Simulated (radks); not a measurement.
Values are calculated unless marked as measured or tabulated.
Ionisation of the molybdenum ion Mo+, [Kr] 4d5, to [Kr] 4d4 as the strength of local exchange is varied. Code: a radial shooting solver on a logarithmic mesh with Libxc functionals. Model: scalar-relativistic Kohn-Sham, Slater X-alpha exchange (alpha = 2/3 is LDA exchange), no correlation, spin-polarised, spherical densities, point nucleus; open shells are filled with parallel spins first (spin-orbit coupling, left out, can overturn this in heavy ions).

alpha  E(Mo+) (hartree)  exchange (hartree)  IE (eV)  -e of the level emptied (eV)  <r> of it (bohr)
0.571       -4023.93736           -98.38584   14.322                    9.529 (4d)             1.972
0.604       -4029.63652          -104.22042   14.792                    9.931 (4d)             1.947
0.667       -4040.53932          -115.40407   15.717                   10.729 (4d)             1.903
0.702       -4046.60922          -121.64265   16.247                   11.190 (4d)             1.879
0.722       -4050.08184          -125.21570   16.555                   11.459 (4d)             1.866
0.973       -4093.91649          -170.55954   20.734                   15.178 (4d)             1.719
0.991       -4097.07800          -173.84690   21.056                   15.470 (4d)             1.710

NIST Atomic Spectra Database: 16.2 +/- 0.12 eV (semi-empirical). The Delta-SCF value meets it near alpha = 0.70. Open shells are spherical and high-spin; term and fine-structure splittings are not resolved.
